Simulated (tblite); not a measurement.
Write Cartesian coordinates for `C#C/C(F)=C/CF` as optimised with GFN2-xTB.

```xyz
11
C5H4F2 angstrom
C      3.0485    0.2576   -0.2993
C      1.8878   -0.0125   -0.1529
C      0.5426   -0.3943    0.0433
F      0.3749   -1.6512    0.5229
C     -0.5188    0.3669   -0.2133
C     -1.9257   -0.0869   -0.0070
F     -2.7611    0.9909    0.1349
H      4.0544    0.5220   -0.4385
H     -0.3782    1.3651   -0.5947
H     -2.0282   -0.7022    0.8940
H     -2.2906   -0.6527   -0.8754
```

Any rigid rotation of these coordinates is as good. Atoms count from 1 in this order. The 4 C–C bonds span 1.201 Å (C1≡C2, drawn triple) to 1.493 Å (C5–C6, drawn single), a spread of 0.292 Å. Of the pairs four or more bonds apart, F4···H10 is among the closest relative to their van der Waals radii: 2.61 Å, 98 % of the sum of Bondi's values.

Bonds between heavy atoms (Å): C1≡C2 1.201, C2–C3 1.412, C3–F4 1.356, C3=C5 1.331, C5–C6 1.493, C6–F7 1.371.

The geometry is computed with GFN2-xTB (gas phase).

Point group: C1 (no symmetry element, even within 0.4 Å). Its GFN2-xTB frequencies are all real (lowest 36 cm⁻¹). One conformer, not necessarily the lowest (C3–C5–C6–F7 158°).
